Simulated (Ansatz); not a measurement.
Isolated molecules relaxed with PBE0-D4/def2-TZVP in Ansatz; ΔE leaves out vibrations. CBS: MP2 limit from def2 TZ/QZ plus the TZ coupled-cluster correction, frozen cores. This one scheme is used for every species. Functionals use def2-TZVPP. For Ge outer-core shells are correlated without core-valence functions, which leaves a few kJ/mol of doubt a bond. Scalar relativity is left out up to krypton. Each species was taken in one conformer, which may not be the lowest.

Reaction (formal exchange of groups at a Ge–S bond): `C[O][Ge]([CH3])([F])[SH]` + `C=CC` → `C=C[CH2][Ge]([CH3])([F])[O]C` + H₂S

```tsv
level	ΔE (kcal/mol)	difference from CCSD(T)/CBS
PBE0-D4	15.5	1.6
ωB97X-V	14.8	0.9
ωB97M-V	14.8	0.9
B2PLYP	15.6	1.7
r2SCAN	16.2	2.3
PBE0	16.3	2.4
HF/def2-TZVPP	16.8	2.9
MP2/def2-TZVPP	13.9	0.0
SCS-MP2/def2-TZVPP	14.0	0.1
CCSD(T)/def2-TZVPP	13.5	-0.4
HF/def2-QZVPP	16.8	2.9
MP2/def2-QZVPP	14.1	0.2
SCS-MP2/def2-QZVPP	14.3	0.4
HF/CBS(def2)	16.8	2.9
MP2/CBS(def2)	14.3	0.4
CCSD/CBS(def2)	13.9	0.0
CCSD(T)/CBS	13.9	0
```

Largest T1 diagnostic among the species: 0.012.

The D4 term adds −1.2 kcal/mol with B3LYP and −0.8 kcal/mol with PBE0; it sums over pairs of atoms, weighted by their polarisabilities, and B3LYP, whose exchange is more repulsive, gets the larger term. In def2-TZVPP, CCSD(T) changes the Hartree–Fock value by −3.3 kcal/mol (the triples alone add −0.0 kcal/mol) and MP2 by −2.9 kcal/mol.

B3LYP here is the variant with VWN-RPA as its local correlation; programs differ in this.
